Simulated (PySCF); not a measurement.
# Spin-rotation constants: `C=C[Si@H](N=C)[NH2+]C`, [C₄H₁₁N₂Si]+, charge +1

Molfile (atoms numbered from 1):
```
C4H11N2Si
     RDKit          3D

 18 17  0  0  0  0  0  0  0  0999 V2000
   -2.1383   -1.1275    0.1233 C   0  0  0  0  0  0  0  0  0  0  0  0
   -1.4406   -0.3333    0.9279 C   0  0  0  0  0  0  0  0  0  0  0  0
   -0.0756    0.8270    0.3740 Si  0  0  2  0  0  4  0  0  0  0  0  0
   -0.2540    1.1856   -1.2817 N   0  0  0  0  0  0  0  0  0  0  0  0
   -0.6414    2.1239   -2.0179 C   0  0  0  0  0  0  0  0  0  0  0  0
    1.4359   -0.3212    0.1151 N   0  0  0  0  0  0  0  0  0  0  0  0
    1.7866   -1.1410    1.2819 C   0  0  0  0  0  0  0  0  0  0  0  0
   -2.9157   -1.7726    0.5002 H   0  0  0  0  0  0  0  0  0  0  0  0
   -1.9698   -1.1649   -0.9407 H   0  0  0  0  0  0  0  0  0  0  0  0
   -1.6826   -0.3314    1.9837 H   0  0  0  0  0  0  0  0  0  0  0  0
    0.4332    1.7401    1.3870 H   0  0  0  0  0  0  0  0  0  0  0  0
   -0.8954    3.1221   -1.6668 H   0  0  0  0  0  0  0  0  0  0  0  0
   -0.7238    1.9464   -3.0863 H   0  0  0  0  0  0  0  0  0  0  0  0
    1.2184   -0.9322   -0.6742 H   0  0  0  0  0  0  0  0  0  0  0  0
    2.2490    0.2264   -0.1679 H   0  0  0  0  0  0  0  0  0  0  0  0
    2.6344   -1.7912    1.0726 H   0  0  0  0  0  0  0  0  0  0  0  0
    0.9317   -1.7533    1.5580 H   0  0  0  0  0  0  0  0  0  0  0  0
    2.0391   -0.4967    2.1203 H   0  0  0  0  0  0  0  0  0  0  0  0
  1  2  2  0
  2  3  1  0
  3  4  1  0
  4  5  2  0
  3  6  1  0
  6  7  1  0
  1  8  1  0
  1  9  1  0
  2 10  1  0
  3 11  1  1
  5 12  1  0
  5 13  1  0
  6 14  1  0
  6 15  1  0
  7 16  1  0
  7 17  1  0
  7 18  1  0
M  CHG  1   6   1
M  END
```

The calculation used GIAO HSE06/MINI magnetisability, rotational g tensor and spin-rotation constants, non-relativistic, gas phase in PySCF 2.14.0. Geometry: GFN2-xTB.

For an ion the centre-of-mass motion in the field is neglected.

Problem. Give the nuclear spin-rotation constants along the inertial axes (H = +C I·J) beside the isotropic shieldings.

Solution. Rotational constants 2.4645, 1.6733, 1.1693 GHz. A star marks the isotopologue with that one atom substituted, in its own axes.
| atom | isotope | Caa (kHz) | Cbb (kHz) | Ccc (kHz) | mean (kHz) | σ (ppm) |
| --- | --- | --- | --- | --- | --- | --- |
| N4 | 14N | 1.003 | -0.035 | 0.182 | 0.384 | -91.8 |
| N6 | 14N | 0.078 | 0.049 | 0.025 | 0.051 | 254.4 |
| H8 | 1H | -0.312 | 0.138 | -0.159 | -0.111 | 22.2 |
| H9 | 1H | -0.233 | -0.159 | -0.014 | -0.135 | 23.4 |
| H10 | 1H | -0.220 | -0.132 | -0.036 | -0.130 | 23.5 |
| H11 | 1H | -0.291 | -0.186 | -0.004 | -0.161 | 25.4 |
| H12 | 1H | -0.086 | -0.239 | 0.028 | -0.099 | 20.7 |
| H13 | 1H | -0.045 | -0.230 | 0.018 | -0.085 | 19.9 |
| H14 | 1H | -0.362 | -0.237 | -0.025 | -0.208 | 27.1 |
| H15 | 1H | -0.369 | -0.015 | -0.179 | -0.188 | 27.1 |
| H16 | 1H | -0.215 | -0.182 | -0.102 | -0.166 | 27.3 |
| H17 | 1H | -0.344 | -0.006 | -0.173 | -0.174 | 27.8 |
| H18 | 1H | -0.331 | -0.230 | -0.020 | -0.194 | 27.6 |
| C1 | 13C* | 0.351 | 0.575 | 0.329 | 0.418 | 84.4 |
| C2 | 13C* | 0.257 | 0.523 | 0.240 | 0.340 | 117.7 |
| Si3 | 29Si* | -0.597 | -0.497 | -0.384 | -0.493 | 622.5 |
| C5 | 13C* | 0.923 | 0.204 | 0.408 | 0.512 | 65.7 |
| C7 | 13C* | 0.217 | 0.179 | 0.127 | 0.174 | 185.5 |

For the geometry as given, no vibrational averaging.
